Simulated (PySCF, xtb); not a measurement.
C2H2F, SMILES C=[C]F (connectivity only; charge and spin as stated), charge +1, multiplicity 1.

xtb 6.7.1 with GFN2-xTB at its own geometry gives an orbital gap of 3.65 eV.

Geometry optimised at PBE-D3(BJ)/def2-TZVP. The multiplicity is an assumed one; other spin states were not compared. The isomer is the one that the SMILES or the coordinates give; other isomers of the formula were not compared.

Problem. What does PySCF with PBE/def2-TZVPD give? (Estimate from the structure and the level; the computed values follow.)

Solution. gap 3.44 eV (levels -14.96 and -11.51 eV).
